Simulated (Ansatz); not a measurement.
Gas-phase electronic energies from Ansatz, PBE0-D4/def2-TZVP geometries. CCSD(T)/CBS adds triple-zeta CCSD(T) − MP2 to the extrapolated MP2 energy (def2 sets, frozen cores). This one scheme is used for every species. Functionals use def2-TZVPP. B3LYP here is the variant with VWN-RPA as its local correlation; programs differ in this. Elements past krypton have def2 core potentials. For In outer-core shells are correlated without core-valence functions, which leaves a few kJ/mol of doubt a bond. One conformer a species, not always the lowest.

Consider the formal hydrolysis of the In–S bond: `C[O][In]([OH])[SH]` + H₂O → `C[O][In]([OH])[OH]` + H₂S.

```tsv
level	ΔE (kJ/mol)	difference from CCSD(T)/CBS
PBE-D4	69.0	-0.1
r2SCAN-D4	69.1	0.0
PBE0-D4	75.4	6.3
B3LYP-D4	67.3	-1.8
ωB97X-V	64.4	-4.7
ωB97M-V	68.3	-0.8
B2PLYP	64.2	-4.9
PBE	66.7	-2.4
r2SCAN	68.5	-0.6
PBE0	73.4	4.3
B3LYP	63.6	-5.5
HF/def2-TZVPP	68.8	-0.3
MP2/def2-TZVPP	70.4	1.3
SCS-MP2/def2-TZVPP	64.7	-4.4
CCSD/def2-TZVPP	67.0	-2.1
CCSD(T)/def2-TZVPP	66.9	-2.2
HF/def2-QZVPP	67.9	-1.2
MP2/def2-QZVPP	71.4	2.3
SCS-MP2/def2-QZVPP	65.7	-3.4
HF/CBS(def2)	67.8	-1.3
MP2/CBS(def2)	72.6	3.5
CCSD/CBS(def2)	69.2	0.1
CCSD(T)/CBS	69.1	0
```

Largest T1 diagnostic among the species: 0.017.

From PBE to PBE0 (25 % exact exchange), in def2-TZVPP and without D4, ΔE moves by +6.6 kJ/mol. The D4 term adds +3.6 kJ/mol with B3LYP and +2.1 kJ/mol with PBE0; it sums over pairs of atoms, weighted by their polarisabilities, and B3LYP, whose exchange is more repulsive, gets the larger term.
